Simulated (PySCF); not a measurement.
Species: C4H5F2OS (doublet state).
Structure used (GFN2-xTB), in Å, numbered top down from 1:
```
atom  x, y, z in Å
F1     2.9201    0.0943    0.9817
C2     2.5088    0.2675   -0.2957
F3     3.0080   -0.7531   -1.0264
O4     1.2621    0.5941   -0.4801
C5     0.1891   -0.1473    0.1664
C6    -1.1237    0.6148    0.0284
C7    -1.7468   -0.3153   -1.0138
S8    -0.4009   -1.5457   -0.8365
H9     0.5098   -0.4327    1.1692
H10   -1.6801    0.6394    0.9636
H11   -0.9650    1.6337   -0.3216
H12   -2.7133   -0.7354   -0.7501
H13   -1.7724    0.0862   -2.0237
```

The hyperfine couplings belong to this conformer and change with its torsions.

As a line formula: `F[C](F)O[C@H]1CCS1` [radical].

Level of theory: UKS B3LYP, pcH-1 on C F H O S, non-relativistic, mean-field spin-orbit, GIAO in PySCF 2.14.0. One conformer (not necessarily the lowest) at the GFN2-xTB geometry, without solvent, vibrations or thermal averaging. A GFN2-xTB geometry isn't a minimum of the functional, and hyperfine couplings can be far from their values at a DFT geometry. No stability test was run, so a lower SCF solution isn't excluded.

(1) Break the g tensor into its mass correction, gauge correction and orbital-Zeeman/spin–orbit terms.

(2) What effective moment and Curie constant follow for a powder?

(3) Average each term over the three axes. Which is largest in size?

(4) At 9.431 GHz, how far is the centre of the isotropic spectrum from where a free electron (g = 2.002319) resonates?

(5) In a frozen sample, at which fields do the three g values resonate at 9.5, 34, 94 and 263 GHz (hyperfine left aside), and which band first spreads them over more than twice a line width of 1.0 mT?

## Answers

(1) 
```json
{"Δg (ppm)": "relativistic mass correction", "1": "-270", "2": "-270", "3": "-270"}
{"Δg (ppm)": "gauge correction", "1": "30", "2": "-36", "3": "-46"}
{"Δg (ppm)": "orbital Zeeman/spin–orbit", "1": "-289", "2": "2253", "3": "2674"}
{"Δg (ppm)": "total", "1": "-529", "2": "1947", "3": "2358"}
```

So g = 2.00179, 2.00427, 2.00468 and g_iso = 2.00358; the tensor is close to axial: the two nearest values differ by 14 % of g3 − g1. 

(2) With the mean of g² = 4.0143 and S(S+1) = 0.75: μ_eff = √(⟨g²⟩S(S+1)) = 1.735 μB and χT = 0.12505·⟨g²⟩·S(S+1) = 0.376 cm³ K/mol (cgs; spin-Hamiltonian part alone).

(3) The orbital-Zeeman/spin–orbit term 1546, the mass correction -270 and the gauge correction -17 ppm, for a total of 1259 ppm. The orbital-Zeeman/spin–orbit term is the largest in size. The mass correction is the same along every axis, so the anisotropy comes from the other two: their spans along these axes are 77 (gauge) and 2963 ppm (orbital Zeeman/spin–orbit).

(4) B = hν/(g μB) with μB/h = 13.99624 MHz/mT gives 336.52 mT for the free electron and 336.31 mT at g_iso, 0.21 mT lower.

(5) 
```csv
band,GHz,B(g3) mT,B(g2) mT,B(g1) mT,spread mT
X,9.5,338.58,338.65,339.07,0.49
Q,34.0,1211.78,1212.03,1213.53,1.75
W,94.0,3350.21,3350.89,3355.04,4.83
J,263.0,9373.46,9375.38,9386.97,13.52
```

The spread grows in proportion to the frequency. W band is the first where it exceeds 2.0 mT.

The largest Mulliken spin populations are on C2 (+0.81), F3 (+0.06) and C5 (+0.06). C2 is the only atom above +0.15. The angles at C2 add up to 342.6°, so it is pyramidal.

The HOMO–LUMO gaps are 5.67 eV among the α and 4.89 eV among the β orbitals.
